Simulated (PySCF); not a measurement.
Xe (xenon, neutral): UHF calculation

Configuration: [Kr] 4d10 5s2 5p5 6s1, 6s spin antiparallel (an excited configuration). Computed with PySCF 2.14 in aug-cc-pVTZ-PP with one added diffuse shell each of d, f type with ECP28MDF (6s5p5d3f, 67 functions), with scalar relativity through the core potential.

```
Total energy                                                  : -327.983993 hartree
One-electron energy                                           : -567.4426 hartree
Hartree (Coulomb) energy                                      : 261.9413 hartree
Exchange energy                                               : -22.4827 hartree
⟨S²⟩                                                          : 1.0110
⟨L²⟩                                                          : 2.055
Sum of ⟨r⟩                                                    : 34.87 bohr
Sum of ⟨r²⟩                                                   : 78.57 bohr²
Traceless quadrupole moment −½Σ⟨3z² − r²⟩ along its main axis : 0.695 e·bohr²
```

```csv
shell,electrons,mean orbital energy (hartree),spread (hartree),"rms radius, mean of both spins (bohr)"
4s α,1,-8.56920,0,0.767
4s β,1,-8.56099,0,0.767
4p α,3,-6.30226,0.02787,0.820
4p β,3,-6.29296,0.00375,0.820
4d α,5,-2.83150,0.02903,0.934
4d β,5,-2.82468,0.01559,0.934
5s α,1,-1.18171,0,1.97
5s β,1,-1.08788,0,1.97
5p α,3,-0.60579,0.06521,2.37
5p β,2,-0.56700,0,2.37
6s β,1,-0.10772,0,5.36
```

Energies and moments cover only the electrons outside the core potential. The outer electron is Rydberg-like, and this basis confines it to a smaller radius and binds it less than a complete one would. With the s spin flipped the determinant is a mixture of two multiplicities, not a spectroscopic state.
